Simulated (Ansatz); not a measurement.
Results of the Gaussian-basis code of Ansatz.

A structure relaxed at PBE0-D4/def2-TZVP, charge 0, multiplicity 1:

```xyz
11

C    -0.802   -1.170    0.629
B    -0.024   -0.160   -0.281
C     0.595    1.155    0.300
Se    0.108   -0.615   -2.158
H    -1.326   -1.971    0.103
H    -0.089   -1.638    1.320
H    -1.522   -0.641    1.262
H     1.028    0.988    1.291
H    -0.222    1.874    0.448
H     1.340    1.638   -0.334
H     0.914    0.538   -2.582
```

Question: Give its formula and SMILES.

Answer: C2H7BSe, `CB(C)[SeH]`.

Question: Summarise the bond lengths by kind.

Answer: 2 × B–C 1.564 to 1.567 Å; 6 × C–H 1.091 to 1.098 Å; 1 × B–Se 1.936 Å; 1 × H–Se 1.469 Å.
